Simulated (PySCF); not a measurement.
C₉H₁₆.
SMILES with atom numbers: `[CH2:1]1[CH2:2][CH2:3][CH:4]([CH:5]2[CH2:6][CH2:7]2)[CH2:8][CH2:9]1` (hydrogens: H10, H11 on C1; H12, H13 on C2; H14, H15 on C3; H16 on C4; H17 on C5; H18, H19 on C6; H20, H21 on C7; H22, H23 on C8; H24, H25 on C9)

The same species was optimised twice, with GFN2-xTB and with PBE0-D3(BJ)/def2-SVP (PySCF), and the same property calculations (PySCF, gas phase) were run on both structures.

| coordinate | GFN2-xTB | PBE0-D3(BJ)/def2-SVP | change |
| --- | --- | --- | --- |
| C6–C7 (Å) | 1.498 | 1.502 | +0.004 |
| C1–C9 (Å) | 1.525 | 1.526 | +0.001 |
| C8–C9 (Å) | 1.526 | 1.526 | 0.000 |
| C5–C6 (Å) | 1.499 | 1.499 | 0.000 |
| C1–C2 (Å) | 1.525 | 1.526 | +0.001 |
| C4–C5 (Å) | 1.514 | 1.515 | +0.001 |
| C5–C7 (Å) | 1.499 | 1.499 | 0.000 |
| C2–C3 (Å) | 1.526 | 1.526 | 0.000 |
| C3–C4 (Å) | 1.534 | 1.534 | 0.000 |
| C4–C8 (Å) | 1.534 | 1.534 | 0.000 |
| C2–C1–C9 (°) | 110.3 | 111.4 | +1.1 |
| C1–C9–C8 (°) | 110.5 | 111.3 | +0.8 |
| C1–C2–C3 (°) | 110.5 | 111.3 | +0.8 |
| C4–C5–C7 (°) | 119.4 | 119.9 | +0.5 |
| C4–C5–C6 (°) | 119.4 | 119.8 | +0.4 |
| C5–C4–C8 (°) | 111.9 | 112.2 | +0.3 |
| C2–C3–C4 (°) | 112.4 | 112.7 | +0.3 |
| C4–C8–C9 (°) | 112.4 | 112.7 | +0.3 |
| C3–C4–C5–C6 (°) | 83 | 82 | -1 |

Rotational constants: A = 2983, B = 1145, C = 984.1 MHz (GFN2-xTB) against A = 2952, B = 1139, C = 979.1 MHz (PBE0-D3(BJ)/def2-SVP). Point groups within 0.08 Å: Cs and Cs.

On the GFN2-xTB structure: HOMO (eV) -7.74 [PBE0/pcSseg-1]; LUMO (eV) 1.47 [PBE0/pcSseg-1]; dipole (D) 0.09 [PBE0/pcSseg-1]; GIAO shielding of C1 (ppm) 156.1 [PBE0/pcSseg-1]; GIAO shielding of C2/C9 (mean) (ppm) 161.4 [PBE0/pcSseg-1]; GIAO shielding of C3/C8 (mean) (ppm) 152.6 [PBE0/pcSseg-1]; GIAO shielding of C4 (ppm) 143.4 [PBE0/pcSseg-1]; GIAO shielding of C5 (ppm) 172.1 [PBE0/pcSseg-1]; GIAO shielding of C6/C7 (mean) (ppm) 180.3 [PBE0/pcSseg-1].

Q: What do these properties become on the PBE0-D3(BJ)/def2-SVP structure?

A: 
```csv
property,level,on GFN2-xTB,on PBE0-D3(BJ)/def2-SVP,change
HOMO (eV),PBE0/pcSseg-1,-7.74,-7.76,-0.02
LUMO (eV),PBE0/pcSseg-1,1.47,1.41,-0.06
dipole (D),PBE0/pcSseg-1,0.09,0.11,+0.02
"energy, GFN2-xTB geometry as zero (kcal/mol)",PBE0/pcSseg-1,0.0,-0.6,-0.6
GIAO shielding of C1 (ppm),PBE0/pcSseg-1,156.1,155.1,-1.0
GIAO shielding of C2/C9 (mean) (ppm),PBE0/pcSseg-1,161.4,160.4,-1.0
GIAO shielding of C3/C8 (mean) (ppm),PBE0/pcSseg-1,152.6,151.6,-1.0
GIAO shielding of C4 (ppm),PBE0/pcSseg-1,143.4,142.2,-1.2
GIAO shielding of C5 (ppm),PBE0/pcSseg-1,172.1,171.1,-1.0
GIAO shielding of C6/C7 (mean) (ppm),PBE0/pcSseg-1,180.3,178.0,-2.3
```

The heavy atoms differ by 0.012 Å rms after alignment. Among bonds between heavy atoms C6–C7 changes most (+0.004 Å). Changes are differences of the printed values. Neither structure is proved a minimum here.
